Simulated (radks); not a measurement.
Results of a calculation; reference values are marked as such.
Problem. Species: Se IV. Configuration: [Ar] 3d10 4s2 4p1. Code: a radial shooting solver on a logarithmic mesh with Libxc functionals. Model: non-relativistic Kohn-Sham, PBEsol, spin-unpolarised, spherical densities, point nucleus. Some entries of the table are withheld. Estimate them.

| orbital | occ. | eigenvalue (Ry) | <r> (bohr) |
|---|---|---|---|
| 1s | 2 | (1) | 0.04501 |
| 2s | 2 | -117.4026 | 0.2001 |
| 2p | 6 | -105.7288 | 0.1728 |
| 3s | 2 | (2) | 0.5852 |
| 3p | 6 | -13.78055 | 0.5940 |
| 3d | 10 | -6.66538 | 0.6240 |
| 4s | 2 | -3.56820 | 1.663 |
| 4p | 1 | -2.67437 | 1.886 |
| 4d | 0 | -1.44109 | 2.643 |
| 5s | 0 | -1.32379 | 3.704 |

Solution. 
(1) 1s eigenvalue (Ry): -906.1607
(2) 3s eigenvalue (Ry): -17.79535
